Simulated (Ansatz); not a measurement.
Computed with PBE0-D3(BJ)/def2-TZVP (Ansatz, a quantum-chemistry and plane-wave program). No frequencies were computed at this level.

Ansatz 0.2 input:
```yaml
crystal:
  periodic: [false, false, false]
  atoms:
    - { symbol: C, position_ang: [2.071745, 0.613725, -0.269329] }
    - { symbol: Si, position_ang: [0.648006, 0.846006, 0.720697] }
    - { symbol: S, position_ang: [-0.874905, -0.788906, 0.84535] }
    - { symbol: C, position_ang: [-1.610836, -0.425345, -0.814031] }
    - { symbol: O, position_ang: [-0.094716, -2.035262, 0.693103] }
    - { symbol: H, position_ang: [2.269461, -0.362568, -0.688769] }
    - { symbol: H, position_ang: [2.860646, 1.337776, -0.368247] }
    - { symbol: H, position_ang: [0.001218, 1.912343, 1.477637] }
    - { symbol: H, position_ang: [-2.39403, -1.157536, -0.986443] }
    - { symbol: H, position_ang: [-2.030673, 0.574637, -0.794085] }
    - { symbol: H, position_ang: [-0.845922, -0.514874, -1.576823] }
basis:
  gaussian: { orbitals: def2-tzvp }
hamiltonian:
  xc: pbe0
  dispersion: d3bj
relax:
  max_steps: 150
```

Output:

```
Functional definition: PBE0
1314 factors; their error is unknown
mean field evaluation 1: about -22903.2863 eV, gradient 8.7e1 eV
mean field evaluation 2: about -22845.1347 eV, gradient 1.7e2 eV
mean field evaluation 4: about -22918.8700 eV, gradient 1.9e1 eV
mean field evaluation 8: about -22919.6239 eV, gradient 1.2e-1 eV
mean field evaluation 16: about -22919.6766 eV, gradient 2.8e-3 eV
mean field -22919.67664656 eV, -842.2825812463 hartree, gradient 2.4e-5 eV, S^2 0.000000; 0 other end points of the search recorded, 0 dependent functions left out
reference -22919.67667828 eV, -842.2825824119 hartree; 28, 28 occupied and 175, 175 virtual orbitals, 1314 factors
relax step   1: F+E_penalty+E_count = -22919.93799666 eV  Δ(F+E_penalty+E_count) = +0.000e0 eV  max|allowed force component| = 1.322e0 eV/Å  Δτ_max = 0.0000 Å  (31 SCF iters, accepted)
these checks for a lower state are left out or cut short: starts, cluster_reference, orbital_swaps, neighbouring_geometries, increment
1314 factors; their error is unknown
mean field -22919.82112111 eV, -842.2878905881 hartree, gradient 1.4e-5 eV, S^2 0.000000; 0 other end points of the search recorded, 0 dependent functions left out
reference -22919.82115297 eV, -842.2878917588 hartree; 28, 28 occupied and 175, 175 virtual orbitals, 1314 factors
relax step   2: F+E_penalty+E_count = -22920.08180448 eV  Δ(F+E_penalty+E_count) = -1.438e-1 eV  max|allowed force component| = 6.777e-1 eV/Å  Δτ_max = 0.1949 Å  (34 SCF iters, accepted)
these checks for a lower state are left out or cut short: starts, cluster_reference, orbital_swaps, neighbouring_geometries, increment
1314 factors; their error is unknown
mean field evaluation 32: about -22919.8499 eV, gradient 2.6e-3 eV
mean field -22919.84989398 eV, -842.2889479716 hartree, gradient 9.0e-6 eV, S^2 0.000000; 0 other end points of the search recorded, 0 dependent functions left out
reference -22919.84992569 eV, -842.2889491369 hartree; 28, 28 occupied and 175, 175 virtual orbitals, 1314 factors
relax step   3: F+E_penalty+E_count = -22920.11063007 eV  Δ(F+E_penalty+E_count) = -2.883e-2 eV  max|allowed force component| = 7.172e-1 eV/Å  Δτ_max = 0.1529 Å  (34 SCF iters, accepted)
these checks for a lower state are left out or cut short: starts, cluster_reference, orbital_swaps, neighbouring_geometries, increment
1314 factors; their error is unknown
mean field -22919.90023946 eV, -842.2907981338 hartree, gradient 1.1e-5 eV, S^2 0.000000; 0 other end points of the search recorded, 0 dependent functions left out
reference -22919.90027109 eV, -842.2907992961 hartree; 28, 28 occupied and 175, 175 virtual orbitals, 1314 factors
relax step   4: F+E_penalty+E_count = -22920.15978262 eV  Δ(F+E_penalty+E_count) = -4.915e-2 eV  max|allowed force component| = 2.974e-1 eV/Å  Δτ_max = 0.1576 Å  (34 SCF iters, accepted)
these checks for a lower state are left out or cut short: starts, cluster_reference, orbital_swaps, neighbouring_geometries, increment
1314 factors; their error is unknown
mean field -22919.91462999 eV, -842.2913269761 hartree, gradient 1.2e-5 eV, S^2 0.000000; 0 other end points of the search recorded, 0 dependent functions left out
reference -22919.91466166 eV, -842.2913281398 hartree; 28, 28 occupied and 175, 175 virtual orbitals, 1314 factors
relax step   5: F+E_penalty+E_count = -22920.17426708 eV  Δ(F+E_penalty+E_count) = -1.448e-2 eV  max|allowed force component| = 1.282e-1 eV/Å  Δτ_max = 0.1460 Å  (33 SCF iters, accepted)
these checks for a lower state are left out or cut short: starts, cluster_reference, orbital_swaps, neighbouring_geometries, increment
1314 factors; their error is unknown
mean field -22919.92514986 eV, -842.2917135741 hartree, gradient 1.1e-5 eV, S^2 0.000000; 0 other end points of the search recorded, 0 dependent functions left out
reference -22919.92518172 eV, -842.2917147448 hartree; 28, 28 occupied and 175, 175 virtual orbitals, 1314 factors
relax step   6: F+E_penalty+E_count = -22920.18380163 eV  Δ(F+E_penalty+E_count) = -9.535e-3 eV  max|allowed force component| = 3.662e-1 eV/Å  Δτ_max = 0.1708 Å  (33 SCF iters, accepted)
these checks for a lower state are left out or cut short: starts, cluster_reference, orbital_swaps, neighbouring_geometries, increment
1314 factors; their error is unknown
mean field -22919.92910629 eV, -842.2918589702 hartree, gradient 2.5e-5 eV, S^2 0.000000; 0 other end points of the search recorded, 0 dependent functions left out
reference -22919.92913817 eV, -842.2918601419 hartree; 28, 28 occupied and 175, 175 virtual orbitals, 1314 factors
relax step   7: F+E_penalty+E_count = -22920.18744234 eV  Δ(F+E_penalty+E_count) = -3.641e-3 eV  max|allowed force component| = 2.775e-1 eV/Å  Δτ_max = 0.0451 Å  (33 SCF iters, accepted)
these checks for a lower state are left out or cut short: starts, cluster_reference, orbital_swaps, neighbouring_geometries, increment
1314 factors; their error is unknown
mean field evaluation 64: about -22919.8811 eV, gradient 2.0e-2 eV
mean field -22919.93294320 eV, -842.2919999742 hartree, gradient 2.6e-5 eV, S^2 0.000000; 0 other end points of the search recorded, 0 dependent functions left out
reference -22919.93297519 eV, -842.2920011497 hartree; 28, 28 occupied and 175, 175 virtual orbitals, 1314 factors
relax step   8: F+E_penalty+E_count = -22920.19092078 eV  Δ(F+E_penalty+E_count) = -3.478e-3 eV  max|allowed force component| = 1.616e-1 eV/Å  Δτ_max = 0.0478 Å  (33 SCF iters, accepted)
these checks for a lower state are left out or cut short: starts, cluster_reference, orbital_swaps, neighbouring_geometries, increment
1314 factors; their error is unknown
mean field -22919.93446668 eV, -842.2920559611 hartree, gradient 2.6e-5 eV, S^2 0.000000; 0 other end points of the search recorded, 0 dependent functions left out
reference -22919.93449875 eV, -842.2920571394 hartree; 28, 28 occupied and 175, 175 virtual orbitals, 1314 factors
relax step   9: F+E_penalty+E_count = -22920.19269144 eV  Δ(F+E_penalty+E_count) = -1.771e-3 eV  max|allowed force component| = 1.166e-1 eV/Å  Δτ_max = 0.0580 Å  (33 SCF iters, accepted)
these checks for a lower state are left out or cut short: starts, cluster_reference, orbital_swaps, neighbouring_geometries, increment
1314 factors; their error is unknown
mean field -22919.93519557 eV, -842.2920827470 hartree, gradient 2.5e-5 eV, S^2 0.000000; 0 other end points of the search recorded, 0 dependent functions left out
reference -22919.93522771 eV, -842.2920839281 hartree; 28, 28 occupied and 175, 175 virtual orbitals, 1314 factors
relax step  10: F+E_penalty+E_count = -22920.19346556 eV  Δ(F+E_penalty+E_count) = -7.741e-4 eV  max|allowed force component| = 6.701e-2 eV/Å  Δτ_max = 0.0466 Å  (33 SCF iters, accepted)
these checks for a lower state are left out or cut short: starts, cluster_reference, orbital_swaps, neighbouring_geometries, increment
1314 factors; their error is unknown
mean field -22919.93480613 eV, -842.2920684355 hartree, gradient 2.4e-5 eV, S^2 0.000000; 0 other end points of the search recorded, 0 dependent functions left out
reference -22919.93483834 eV, -842.2920696191 hartree; 28, 28 occupied and 175, 175 virtual orbitals, 1314 factors
relax step  11: F+E_penalty+E_count = -22920.19307244 eV  Δ(F+E_penalty+E_count) = +3.931e-4 eV  max|allowed force component| = 6.895e-2 eV/Å  Δτ_max = 0.0324 Å  (33 SCF iters, rejected (line search))
these checks for a lower state are left out or cut short: starts, cluster_reference, orbital_swaps, neighbouring_geometries, increment
1314 factors; their error is unknown
mean field evaluation 96: about -22919.9355 eV, gradient 2.3e-5 eV
mean field -22919.93549748 eV, -842.2920938420 hartree, gradient 2.3e-5 eV, S^2 0.000000; 0 other end points of the search recorded, 0 dependent functions left out
reference -22919.93552962 eV, -842.2920950232 hartree; 28, 28 occupied and 175, 175 virtual orbitals, 1314 factors
relax step  12: F+E_penalty+E_count = -22920.19393837 eV  Δ(F+E_penalty+E_count) = -4.728e-4 eV  max|allowed force component| = 6.131e-2 eV/Å  Δτ_max = 0.0162 Å  (34 SCF iters, accepted)
these checks for a lower state are left out or cut short: starts, cluster_reference, orbital_swaps, neighbouring_geometries, increment
1314 factors; their error is unknown
mean field -22919.93571011 eV, -842.2921016562 hartree, gradient 2.3e-5 eV, S^2 0.000000; 0 other end points of the search recorded, 0 dependent functions left out
reference -22919.93574226 eV, -842.2921028377 hartree; 28, 28 occupied and 175, 175 virtual orbitals, 1314 factors
relax step  13: F+E_penalty+E_count = -22920.19405115 eV  Δ(F+E_penalty+E_count) = -1.128e-4 eV  max|allowed force component| = 2.451e-2 eV/Å  Δτ_max = 0.0073 Å  (35 SCF iters, accepted)
these checks for a lower state are left out or cut short: starts, cluster_reference, orbital_swaps, neighbouring_geometries, increment
1314 factors; their error is unknown
mean field -22919.93575006 eV, -842.2921031242 hartree, gradient 2.3e-5 eV, S^2 0.000000; 0 other end points of the search recorded, 0 dependent functions left out
reference -22919.93578221 eV, -842.2921043058 hartree; 28, 28 occupied and 175, 175 virtual orbitals, 1314 factors
relax step  14: F+E_penalty+E_count = -22920.19407090 eV  Δ(F+E_penalty+E_count) = -1.975e-5 eV  max|allowed force component| = 1.010e-2 eV/Å  Δτ_max = 0.0019 Å  (36 SCF iters, accepted)
these checks for a lower state are left out or cut short: starts, cluster_reference, orbital_swaps, neighbouring_geometries, increment
1314 factors; their error is unknown
mean field -22919.93574482 eV, -842.2921029318 hartree, gradient 2.3e-5 eV, S^2 0.000000; 0 other end points of the search recorded, 0 dependent functions left out
reference -22919.93577697 eV, -842.2921041132 hartree; 28, 28 occupied and 175, 175 virtual orbitals, 1314 factors
relax step  15: F+E_penalty+E_count = -22920.19406639 eV  Δ(F+E_penalty+E_count) = +4.517e-6 eV  max|allowed force component| = 7.706e-3 eV/Å  Δτ_max = 0.0038 Å  (35 SCF iters, rejected (line search))
these checks for a lower state are left out or cut short: starts, cluster_reference, orbital_swaps, neighbouring_geometries, increment
1314 factors; their error is unknown
mean field -22919.93575790 eV, -842.2921034123 hartree, gradient 2.3e-5 eV, S^2 0.000000; 0 other end points of the search recorded, 0 dependent functions left out
reference -22919.93579005 eV, -842.2921045939 hartree; 28, 28 occupied and 175, 175 virtual orbitals, 1314 factors
relax step  16: F+E_penalty+E_count = -22920.19407841 eV  Δ(F+E_penalty+E_count) = -7.508e-6 eV  max|allowed force component| = 2.448e-3 eV/Å  Δτ_max = 0.0018 Å  (36 SCF iters, accepted)
1314 factors; their error is unknown
mean field evaluation 128: about -22903.6722 eV, gradient 8.7e1 eV
mean field -22919.93575790 eV, -842.2921034123 hartree, gradient 3.4e-5 eV, S^2 0.000000; 1 other end points of the search recorded, 0 dependent functions left out
reference -22919.93579005 eV, -842.2921045939 hartree; 28, 28 occupied and 175, 175 virtual orbitals, 1314 factors
Total energy: -22920.19411056 eV, -842.3015976976 hartree
Atom 0 at     2.286579     0.567480     0.050470 Å, force     0.001651     0.000718    -0.000492 eV/Å
Atom 1 at     0.654847     0.848890     0.413191 Å, force    -0.000563    -0.001961     0.000490 eV/Å
Atom 2 at    -0.676890    -0.906081     0.600652 Å, force    -0.000426     0.002448     0.000062 eV/Å
Atom 3 at    -1.838590    -0.432927    -0.706801 Å, force     0.001207    -0.001109    -0.000876 eV/Å
Atom 4 at     0.105445    -2.077019     0.116217 Å, force     0.001372    -0.001122    -0.000458 eV/Å
Atom 5 at     2.629613    -0.436504    -0.171734 Å, force    -0.000722    -0.000365    -0.000293 eV/Å
Atom 6 at     3.019937     1.362730    -0.009185 Å, force    -0.000583    -0.000523     0.000505 eV/Å
Atom 7 at     0.041700     2.143371     0.797379 Å, force    -0.001064     0.000858    -0.000177 eV/Å
Atom 8 at    -2.589076    -1.223751    -0.747667 Å, force    -0.000627     0.000700     0.000388 eV/Å
Atom 9 at    -2.315293     0.513680    -0.441937 Å, force     0.000023     0.000245     0.000251 eV/Å
Atom 10 at    -1.318277    -0.359874    -1.661525 Å, force    -0.000268     0.000112     0.000601 eV/Å
Dipole moment:    -0.488447     0.651875    -0.076798 e Å
```

Cost: about 3 core-minutes (a rough figure).
